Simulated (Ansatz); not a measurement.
`ClBCCl` + H₂O → `OBCCl` + HCl at 500 K and 1 bar (formal hydrolysis of a B–Cl bond).

Isolated molecules relaxed with PBE0-D4/def2-TZVP in Ansatz; ΔE leaves out vibrations. CBS: MP2 limit from def2 TZ/QZ plus the TZ coupled-cluster correction, frozen cores. This one scheme is used for every species. Each species was taken in one conformer, which may not be the lowest.

| species | CCSD(T)/CBS energy (Eh) | H − E (kJ/mol) | S (J/(mol·K)) |
| --- | --- | --- | --- |
| `ClBCCl` | -984.24021 | 144.4 | 355.7 |
| H₂O | -76.37941 | 73.2 | 206.3 |
| `OBCCl` | -600.26080 | 181.5 | 342.5 |
| HCl | -460.38127 | 32.5 | 201.9 |

H − E and S are ideal-gas, rigid-rotor, harmonic terms from PBE0-D4/def2-TZVP, for one conformer and one mirror image of each species. 1 Eh = 2625.50 kJ/mol, R = 8.31446 J/(mol·K).

Task: By hand: ΔE, ΔH, ΔS and ΔG.

Result: ΔE = (-600.26080) + (-460.38127) − (-984.24021) − (-76.37941) = -0.02245 Eh = -58.9 kJ/mol. Δ(H − E) = 181.5 + 32.5 − 144.4 − 73.2 = -3.6, so ΔH = -62.5 kJ/mol. ΔS = 342.5 + 201.9 − 355.7 − 206.3 = -17.6 J/(mol·K). ΔG = -62.5 − 500 × (-17.6)/1000 = -53.7 kJ/mol.

Task: By hand: the equilibrium constant, and the temperature at which ΔG would vanish if ΔH and ΔS stayed fixed.

Result: log₁₀ K = −ΔG/(RT ln 10) = 5.6. ΔG = 0 at ΔH/ΔS = 3551 K, far beyond where these terms or the molecules hold.

ΔH outweighs TΔS. A doubt of 5 kJ/mol in ΔE shifts log₁₀ K by 0.5 here. Other conformers and mirror images would add mixing entropy, several J/(mol·K) or more a flexible species. These are equilibria of isolated gas molecules and say nothing of rates. Largest T1 diagnostic: 0.012 (customary marks: 0.02 for closed shells, 0.045 for open ones).
